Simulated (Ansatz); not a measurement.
A nudged elastic band was laid between two geometries of C2H5SSi (9 atoms, charge 1, multiplicity 1).

All numbers below come from RKS PBE0-D4/def2-SVP in Ansatz.

| Property | Result |
| --- | --- |
| movable images | 9 |
| climbing image | yes |
| spring | 5.0 eV/Å² |
| optimiser | quadratic models (default) |
| start path | through a guess of the saddle point |
| force threshold | 0.05 eV/Å |
| iteration limit | 60 |
| end points | relaxed |

First end point:

```xyz
9
Properties=species:S:1:pos:R:3
C -0.244 0.918 -1.277
S 0.692 -0.481 -0.606
C 0.243 -0.675 0.994
Si 0.664 -0.823 2.579
H 0.180 1.817 -0.812
H -1.309 0.808 -1.041
H -0.060 0.925 -2.361
H 0.047 -1.505 -1.241
H -0.213 -0.983 3.765
```

Last end point:

```xyz
9
Properties=species:S:1:pos:R:3
C -0.268 0.833 -1.014
S 0.660 -0.558 -0.325
C 0.293 -0.642 1.360
Si 1.451 -0.735 2.668
H 0.196 1.744 -0.613
H -1.326 0.770 -0.729
H -0.143 0.795 -2.106
H -0.084 -1.565 -0.866
H -0.779 -0.643 1.625
```

Task: Which bonds break or form, and what moves?

Result: Bonds broken: Si4–H9. Bonds formed: C3–H9.

Task: What energy profile does the band end with?

Result: The run converged. The highest image is number 4 of 0 to 10, 3.5 kcal/mol above the first end and 44.2 kcal/mol above the last; the last end lies 40.8 kcal/mol below the first. A vibrational analysis at the climbing image gives one clearly imaginary mode, 441i cm⁻¹: a first-order saddle point. The orbitals stay closed-shell, which can raise the energy where a bond breaks towards radicals; this wasn't checked here.

```json
{"image": "0", "path coordinate (Å)": "0.00", "energy (kcal/mol)": "0.0", "Si4–H9 (Å)": "1.48", "C3–H9 (Å)": "2.83"}
{"image": "1", "path coordinate (Å)": "0.30", "energy (kcal/mol)": "0.3", "Si4–H9 (Å)": "1.49", "C3–H9 (Å)": "2.71"}
{"image": "2", "path coordinate (Å)": "0.59", "energy (kcal/mol)": "1.4", "Si4–H9 (Å)": "1.49", "C3–H9 (Å)": "2.55"}
{"image": "3", "path coordinate (Å)": "0.89", "energy (kcal/mol)": "2.7", "Si4–H9 (Å)": "1.51", "C3–H9 (Å)": "2.36"}
{"image": "4", "path coordinate (Å)": "1.19", "energy (kcal/mol)": "3.5", "Si4–H9 (Å)": "1.53", "C3–H9 (Å)": "2.14"}
{"image": "5", "path coordinate (Å)": "1.47", "energy (kcal/mol)": "2.0", "Si4–H9 (Å)": "1.58", "C3–H9 (Å)": "1.87"}
{"image": "6", "path coordinate (Å)": "1.76", "energy (kcal/mol)": "-6.1", "Si4–H9 (Å)": "1.66", "C3–H9 (Å)": "1.56"}
{"image": "7", "path coordinate (Å)": "2.04", "energy (kcal/mol)": "-23.6", "Si4–H9 (Å)": "1.79", "C3–H9 (Å)": "1.27"}
{"image": "8", "path coordinate (Å)": "2.33", "energy (kcal/mol)": "-35.3", "Si4–H9 (Å)": "2.03", "C3–H9 (Å)": "1.14"}
{"image": "9", "path coordinate (Å)": "2.61", "energy (kcal/mol)": "-39.7", "Si4–H9 (Å)": "2.28", "C3–H9 (Å)": "1.11"}
{"image": "10", "path coordinate (Å)": "2.90", "energy (kcal/mol)": "-40.8", "Si4–H9 (Å)": "2.46", "C3–H9 (Å)": "1.10"}
```

Task: What is the geometry of the highest image?

Result: 
```xyz
9
Properties=species:S:1:pos:R:3
C -0.269 0.900 -1.172
S 0.674 -0.514 -0.549
C 0.556 -0.669 1.090
Si 0.916 -0.804 2.748
H 0.219 1.793 -0.759
H -1.316 0.826 -0.854
H -0.169 0.879 -2.267
H -0.002 -1.563 -1.106
H -0.610 -0.847 2.870
```

Task: What are the harmonic wavenumbers there?

Result: 441i, 125, 160, 245, 384, 397, 549, 650, 697, 895, 969, 1108, 1258, 1325, 1420, 1427, 2056, 2565, 3080, 3216, 3234 cm⁻¹.

Time of the run: 97 s on 2 threads of Intel(R) Xeon(R) Platinum 8488C (Sapphire Rapids), on a shared host, peak memory 0.2 GiB.
